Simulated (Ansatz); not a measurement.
A nudged elastic band was laid between two geometries of Cl3FSi + H2O (8 atoms, charge 0, multiplicity 1).

The calculation used RKS B3LYP-D4/def2-SVP (Ansatz).

```json
{
  "movable images": "5",
  "climbing image": "yes",
  "spring": "0.5 eV/Å²",
  "optimiser": "quadratic models (default)",
  "start path": "through a guess of the saddle point",
  "force threshold": "0.05 eV/Å",
  "iteration limit": "60",
  "end points": "relaxed"
}
```

Initial state:

```xyz
8
Properties=species:S:1:pos:R:3
Si -0.828 0.427 -0.632
F -0.615 -1.169 -0.522
Cl -2.263 0.694 -2.068
Cl -1.495 1.196 1.125
Cl 0.902 1.303 -1.278
H 0.945 -1.431 1.147
O 1.295 -0.568 1.406
H 2.058 -0.452 0.822
```

Final state:

```xyz
8
Properties=species:S:1:pos:R:3
Si -0.164 0.793 -0.320
F -0.815 -2.198 0.916
Cl -1.129 0.027 -1.948
Cl -1.494 1.289 1.135
Cl 0.923 2.436 -0.903
H -0.019 -1.712 0.838
O 0.900 -0.311 0.320
H 1.798 -0.323 -0.039
```

What changes between the two ends?

Bonds broken: Si1–F2, H6–O7. Bonds formed: Si1–O7, F2–H6. Cl3FSi + H2O becomes Cl3HOSi + FH.

What energy profile does the band end with?

It converged. The highest image is number 3 of 0 to 6, 1.10 eV above the first end and 0.84 eV above the last; the last end lies 0.26 eV above the first. Another band between the same ends (5 images) ends at a top of the same energy, where a vibrational analysis finds 1 clearly imaginary mode. The orbitals stay closed-shell, which can raise the energy where a bond breaks towards radicals; this wasn't checked here.

| image | path coordinate (Å) | energy (eV) | Si1–F2 (Å) | H6–O7 (Å) | Si1–O7 (Å) |
| --- | --- | --- | --- | --- | --- |
| 0 | 0.00 | 0.00 | 1.61 | 0.97 | 3.11 |
| 1 | 0.96 | 0.25 | 1.62 | 0.97 | 2.71 |
| 2 | 1.92 | 0.57 | 1.66 | 0.97 | 2.03 |
| 3 | 2.88 | 1.10 | 1.91 | 1.16 | 1.80 |
| 4 | 3.38 | 0.66 | 2.33 | 1.49 | 1.71 |
| 5 | 3.88 | 0.32 | 2.86 | 1.69 | 1.67 |
| 6 | 4.37 | 0.26 | 3.30 | 1.75 | 1.66 |

What is the geometry of the highest image?


```xyz
8
Properties=species:S:1:pos:R:3
Si -0.372 0.398 -0.174
F -0.943 -1.294 0.511
Cl -1.151 -0.147 -2.006
Cl -1.595 1.359 1.167
Cl 0.877 1.985 -0.798
H 0.253 -1.351 0.656
O 1.023 -0.497 0.518
H 1.908 -0.453 0.126
```

Run time: 4.7 min on 2 threads of Intel(R) Xeon(R) Platinum 8488C (Sapphire Rapids) (shared host), peak memory 0.29 GiB.
